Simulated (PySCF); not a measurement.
C₂H₂N₃, SMILES C1=NC=N[N]1, multiplicity 2. Atoms are numbered in the order given.

```xyz
7

C      0.0000     1.0508     0.3286
N      0.0000     0.0000     1.1578
C      0.0000    -1.0508     0.3286
N      0.0000    -0.6184    -0.9472
N      0.0000     0.6184    -0.9472
H      0.0000     2.1016     0.6066
H      0.0000    -2.1016     0.6066
```
Charge 0, spin multiplicity 2.

The structure is a stationary point at PBE0-D3(BJ)/def2-SVP. The isomer is the one that the SMILES or the coordinates give; other isomers of the formula were not compared.

These are PBE0/def2-TZVP run with PySCF values and carry that method's errors.

Atomic charges (e):

| atom | meta-Löwdin | Löwdin | Mulliken | Mulliken spin |
|---|---|---|---|---|
| C1 | 0.10 | -0.26 | 0.07 | 0.34 |
| N2 | -0.31 | 0.07 | -0.28 | -0.10 |
| C3 | 0.10 | -0.26 | 0.07 | 0.34 |
| N4 | -0.10 | 0.08 | -0.09 | 0.22 |
| N5 | -0.10 | 0.08 | -0.09 | 0.22 |
| H6 | 0.16 | 0.14 | 0.16 | -0.02 |
| H7 | 0.16 | 0.14 | 0.16 | -0.02 |

Computed Mayer and Wiberg (Löwdin basis) orders of the bonds:
```csv
bond,Mayer,Wiberg
C1–N2,1.48,1.79
N2–C3,1.48,1.79
C3–N4,1.31,1.66
C1–N5,1.31,1.66
N4–N5,1.61,2.06
C1–H6,0.96,0.88
C3–H7,0.96,0.88
```
